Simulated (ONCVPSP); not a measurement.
Scattering properties, ONCV potential for Ta

```json
{
  "Element": "Ta (Z = 73)",
  "Generator": "ONCVPSP 4.0.1",
  "Type": "optimised norm-conserving Vanderbilt (ONCV)",
  "Functional": "PBE",
  "Relativity": "scalar-relativistic",
  "Frozen core": "[Kr] 4d10 4f14",
  "Valence charge": "13",
  "Reference configuration": "5s2 5p6 5d3 (charge +2)",
  "Partial waves": "5s: rc 1.85 bohr, ncon 5, nbas 8, qcut 8.3 1/bohr, 2 projectors, debl 1.6 Ha; 5p: rc 2.15 bohr, ncon 4, nbas 8, qcut 5.4 1/bohr, 2 projectors, debl 2.9 Ha; 5d: rc 1.95 bohr, ncon 3, nbas 8, qcut 4.3 1/bohr, 2 projectors, debl 1.5 Ha",
  "Local potential": "polynomial inside 1.55 bohr (lpopt 2, dvloc0 0 Ha)",
  "Core correction": "polynomial model core, fcfact 0.55"
}
```

In the s channel the program set the typed energies aside and used -3.254, 0.050 Ha.

The phase is arctan(r·R′/R) of the radial function R(r), unwrapped; energies in Ha, scanned from -5 to 5 Ha. A pole is an energy at which the radial function vanishes at the test radius. The pseudo phase is shifted by a multiple of π to meet the all-electron one at the reference energy, and phase errors are pseudo minus all-electron; the curves can meet again beyond the range given. Levels narrower than the energy grid can be missing from the lists of poles.

```tsv
channel	radius (bohr)	reference energy (Ha)	poles, all-electron	poles, pseudo	unbroken range about the reference energy with phases within 0.05 rad	phase error 1 Ha above the reference energy (rad)
s	1.88	-3.25	-2.98, 4.39	-2.98, 4.38	the whole range	-0.000
p	2.18	-2.02	-1.80, 3.37	-1.80, 3.31	the whole range	-0.001
d	1.98	-0.67	0.44	0.44	below 2.7	-0.000
```

Phases in the d channel:

```
E (Ha)  all-electron  pseudo
 -4.96         1.355   1.354
 -4.48         1.337   1.336
 -4.00         1.314   1.313
 -3.52         1.283   1.282
 -3.04         1.240   1.239
 -2.56         1.172   1.171
 -2.08         1.048   1.048
 -1.60         0.757   0.756
 -1.12        -0.133  -0.134
 -0.64        -1.077  -1.077
 -0.16        -1.398  -1.398
  0.32        -1.543  -1.543
  0.80        -1.641  -1.641
  1.28        -1.733  -1.733
  1.76        -1.852  -1.853
  2.24        -2.070  -2.077
  2.72        -2.676  -2.722
  3.20        -3.799  -3.861
  3.68        -4.273  -4.306
  4.16        -4.448  -4.471
  4.64        -4.538  -4.557
```
